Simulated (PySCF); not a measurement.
**Correlation energy of Nd²⁺ (neodymium, charge +2)**

[Xe] 4f4, one real determinant. Calculation: PySCF 2.14, in cc-pVDZ-X2C (8s7p5d3f1g, 84 functions); scalar relativity by spin-free X2C-1e. Frozen: [Kr] 4d10; 12 electrons correlated.

```csv
level,correlation energy (mhartree)
CCSD,-309.22
(T),-12.08
CCSD(T),-321.30
```

Diagnostics: T1 = 0.010, D1 = 0.0257, largest double amplitude 0.087.

Q: Is a single reference adequate?

A: Mostly. T1 lies below 0.03, but a double amplitude of this size points to a near-degeneracy that CCSD handles and MP2 describes poorly.

The reference is one real determinant that mixes LS terms of this configuration.
